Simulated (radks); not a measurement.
Question: The mean radii <r> (bohr) of the occupied orbitals of an atom or ion are listed with their occupations. All-electron calculation, scalar-relativistic Kohn-Sham, exchange-only r2SCAN, spin-unpolarised, spherical densities, finite nucleus; meta-GGA in the generalised Kohn-Sham scheme; Fermi nuclear charge, rms radius of each element as measured or else 0.836 A^(1/3) + 0.57 fm. Program: a radial shooting solver on a logarithmic mesh with Libxc functionals.

| orbital | occ. | <r> |
|---|---|---|
| 1s | 2 | 0.02972 |
| 2s | 2 | 0.1279 |
| 2p | 6 | 0.1116 |
| 3s | 2 | 0.3323 |
| 3p | 6 | 0.3271 |
| 3d | 6 | 0.2972 |

Name the element and its charge.

Answer: Z = 49, indium, charge +25: In25+ in [Ar] 3d6. The 1s radius gives Z: for a bare nucleus <r> = (2 gamma + 1)/(2Z) with gamma = sqrt(1 - (Z/c)^2), 0.02926 bohr for Z = 49, and screening makes it slightly larger (0.02972 here). The occupations add up to 24, and the charge is Z minus that.
